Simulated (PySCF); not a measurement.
# Rhodium: a sound run and one with changed settings

Sound run: Rh+ [Kr] 4d8, Rh(2+) [Kr] 4d7. Calculation: PySCF 2.14, in x2c-TZVPall; the spin-free X2C one-electron Hamiltonian (Gaussian nucleus). The sound run starts from symmetry-adapted Hartree-Fock orbitals and uses a fine grid where one is needed.

Changed run: radial step 0.3 in ln r (0.13 in the sound run). This setting is unsound on purpose.

| species | method | sound run (hartree) | changed run (hartree) | converged |
| --- | --- | --- | --- | --- |
| Rh+ | UHF | -4780.95532 | -4780.95532 | yes |
| Rh+ | M06-2X | -4783.70003 | -4783.84459 | yes |
| Rh+ | r2SCAN | -4783.32510 | -4783.30504 | yes |
| Rh(2+) | UHF | -4780.36136 | -4780.36136 | yes |
| Rh(2+) | M06-2X | -4783.02974 | -4783.16975 | yes |
| Rh(2+) | r2SCAN | -4782.65640 | -4782.63862 | yes |

Ionisation energy of Rh+:

| method | sound run (eV) | changed run (eV) |
| --- | --- | --- |
| UHF | 16.162 | 16.162 |
| M06-2X | 18.240 | 18.363 |
| r2SCAN | 18.196 | 18.134 |

A coarse radial grid mis-integrates the density and the exchange-correlation energy, with errors of either sign; Hartree-Fock needs no grid.

For comparison, NIST gives 18.08 eV between the lowest levels.
